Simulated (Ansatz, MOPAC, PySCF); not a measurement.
Torsion H4–Se1–Se2–Br3 in BrHSe2 (SMILES [SeH][Se]Br); at each angle all else is relaxed with GFN2-xTB, and the levels are single points there.
Geometry at 270° (charge 0, multiplicity 1):
| atom | x (Å) | y (Å) | z (Å) |
|---|---|---|---|
| Se | -1.3039 | 0.4936 | 0.5110 |
| Se | 0.7258 | 0.9997 | -0.3713 |
| Br | 2.2602 | -0.1005 | 0.9931 |
| H | -1.5604 | -0.7202 | -0.2645 |

On the grid 0° to 330°, 0° is the highest and 270° the lowest point at CCSD(T)/CBS(cc-pVTZ, cc-pVQZ).

Rows in 3-21G carry no dispersion term and start afresh at each structure; the Pople sets are all-electron and without relativity. The state that AM1 reach isn't checked.

Run with Ansatz (a quantum-chemistry and plane-wave program); MOPAC for AM1 (differences of heats of formation); PySCF for 3-21G rows, the dispersion terms. Values without a source in brackets are computed.

One of these levels gives 36.5 kJ/mol for the energy at 0° less that at 270°. Which?
A. AM1
B. B3LYP-D4/def2-TZVPP
C. HF/cc-pVDZ
D. HF/3-21G

C, HF/cc-pVDZ. The others give 10.6 (AM1), 23.9 (HF/3-21G), 41.9 (B3LYP-D4/def2-TZVPP)
